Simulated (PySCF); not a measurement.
FeH₂ (quintet). Level of theory: PySCF, UPBE0, basis Fe def2-TZVP, H def2-TZVP (no relativity, density fitting).

Harmonic bands of its minimum:

```csv
ω (cm⁻¹),"IR (km/mol, summed over degenerate members)",degeneracy
168,610,2
1673,813,1
1762,0.0,1
```

Task: The central atom is Fe. Infer the point group and assign the bands.

Result: D∞h. The modes span πu + σu+ + σg+: 168 πu, 1673 σu+, 1762 σg+. The computed geometry has Fe–H 1.653 Å (×2); H–Fe–H 180.0°.

Other isomers or separated fragments may lie lower. Other spin states or occupations of the open shell can lie lower.
